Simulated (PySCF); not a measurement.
## Correlation energy of Ba (barium, neutral)

[Xe] 6s2, closed-shell 1S. Calculation: PySCF 2.14, in def2-SVP with the def2 core potential (46 electrons) (4s3p2d1f, 30 functions); a scalar-relativistic core potential. Frozen: 5s2 5p6; 2 electrons correlated.

Total MP2 correlation energy: -13.01 mhartree.

Same-spin part 0.00 and opposite-spin part -13.01 mhartree; SCS-MP2 scales them by 1/3 and 6/5 to -15.61 mhartree.

With two correlated electrons CCSD is exact within the correlated space (frozen core and kept virtual orbitals).

```csv
level,correlation energy (mhartree)
CCSD,-20.24
```

Diagnostics: T1 = 0.00065, D1 = 0.0009, largest double amplitude 0.145.

Problem. Is a single reference adequate?

Solution. Mostly. T1 lies below 0.03, but a double amplitude of this size points to a near-degeneracy that CCSD handles and MP2 describes poorly.
